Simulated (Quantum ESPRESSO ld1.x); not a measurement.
All-electron atom: K3+ in [Ne] 3s2 3p4. Method: scalar-relativistic Kohn-Sham, revPBE, spin-unpolarised, spherical densities, point nucleus; computed with ld1.x of Quantum ESPRESSO 7.5. Some entries of the table are withheld. Estimate them.

| orbital | occ. | eigenvalue (eV) | r(max) (bohr) | <r> (bohr) |
|---|---|---|---|---|
| 1s | 2 | -3566.71 | 0.053 | 0.08103 |
| 2s | 2 | -396.000 | 0.318 | (1) |
| 2p | 6 | -322.731 | 0.263 | 0.3497 |
| 3s | 2 | -72.4174 | 1.05 | 1.201 |
| 3p | 4 | -54.7639 | 1.11 | 1.294 |
| 3d | 0 | -29.3573 | 1.20 | (2) |
| 4s | 0 | -22.9153 | 2.78 | 2.977 |

Answer. 
(1) 2s <r> (bohr): 0.3869
(2) 3d <r> (bohr): 1.558
